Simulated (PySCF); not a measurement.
# Correlation energy of Ir (iridium, neutral)

[Xe] 4f14 5d6 6s2 6p1, one real determinant (an excited configuration). Calculation: PySCF 2.14, in ANO-RCC-VTZP (8s7p5d3f1g, 84 functions); scalar relativity by spin-free X2C-1e. Frozen: [Xe] 4f14; 9 electrons correlated.

| level | correlation energy (mhartree) |
| --- | --- |
| CCSD | -203.72 |
| (T) | -17.91 |
| CCSD(T) | -221.63 |

Diagnostics: T1 = 0.026, D1 = 0.1029, largest double amplitude 0.253.

The real determinant used has ⟨L²⟩ near 8 against 12 for a pure F term, so it mixes terms. Spin-orbit coupling, absent here, splits the open shell strongly. A double-excitation amplitude exceeds 0.15, a sign of near-degeneracy.

Cost of the coupled-cluster step: of the order of 5 core-seconds, for 9 correlated electrons.

The basis was made for the ground configuration and has no added diffuse functions, which can raise the energy of the promoted electron.

The reference is one real determinant that mixes LS terms of this configuration.
